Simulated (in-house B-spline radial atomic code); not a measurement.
Inner levels of mercury as electrons are removed. A shift is the extra binding of the orbital against the neutral atom ([Xe] 4f14 5d10 6s2). Computed with an all-electron radial atomic-structure program (B-spline basis): non-relativistic Hartree-Fock, average of the configuration, point nuclei.

This level leaves out relativity, spin-orbit splitting included, which matters for heavy ions.

```tsv
ion	configuration	shift of 1s (eV)	radius of 1s (bohr)	Σ<r²> (bohr²)	change of density at nucleus (bohr⁻³)
Hg56+	[Ar] 3d6	3599.18	0.01892	0.53185	-1087.59
Hg57+	[Ar] 3d5	3786.8	0.01892	0.498	-931.07
Hg58+	[Ar] 3d4	3976.72	0.01892	0.46502	-771.94
Hg59+	[Ar] 3d3	4168.95	0.01892	0.4329	-610.17
Hg60+	[Ar] 3d2	4363.48	0.01892	0.4016	-445.78
Hg61+	[Ar] 3d1	4560.31	0.01892	0.3711	-278.75
Hg62+	[Ne] 3s2 3p6	4759.44	0.01892	0.34137	-109.09
Hg63+	[Ne] 3s2 3p5	4957.05	0.018918	0.30339	71.456
Hg64+	[Ne] 3s2 3p4	5156.41	0.018916	0.26606	254.21
Hg65+	[Ne] 3s2 3p3	?	?	?	?
Hg66+	[Ne] 3s2 3p2	?	?	?	?
Hg67+	[Ne] 3s2 3p1	5764.97	0.01891	0.15775	815.56
Hg68+	[Ne] 3s2	?	?	?	?
Hg69+	[Ne] 3s1	6162.22	0.018907	0.084562	-3857.41
Hg70+	[He] 2s2 2p6	6354.49	0.018906	0.046821	-8806.12
Hg71+	[He] 2s2 2p5	6828.27	0.018896	0.041151	-8304.48
Hg72+	[He] 2s2 2p4	7306.14	0.018886	0.035605	-7797.11
Hg73+	[He] 2s2 2p3	7788.12	0.018876	0.030178	-7284
Hg74+	[He] 2s2 2p2	8274.18	0.018866	0.024868	-6765.14
Hg75+	[He] 2s2 2p1	8764.32	0.018855	0.019672	-6240.51
Hg76+	[He] 2s2	9258.53	0.018845	0.014586	-5710.11
Hg77+	[He] 2s1	9682.31	0.018843	0.007718	-24855.5
Hg78+	1s2	10108.7	0.018838	0.00094691	-44304.6
Hg79+	1s1	11464.7	0.01875	0.00046875	-204567
```

**Question.** Fill in the row of Hg65+.

**Answer.** shift of 1s (eV): 5357.52; radius of 1s (bohr): 0.018914; Σ<r²> (bohr²): 0.22934; change of density at nucleus (bohr⁻³): 439.12.

**Question.** Fill in the row of Hg66+.

**Answer.** shift of 1s (eV): 5560.37; radius of 1s (bohr): 0.018912; Σ<r²> (bohr²): 0.19325; change of density at nucleus (bohr⁻³): 626.25.

**Question.** Fill in the row of Hg68+.

**Answer.** shift of 1s (eV): 5971.32; radius of 1s (bohr): 0.018908; Σ<r²> (bohr²): 0.12283; change of density at nucleus (bohr⁻³): 1007.07.
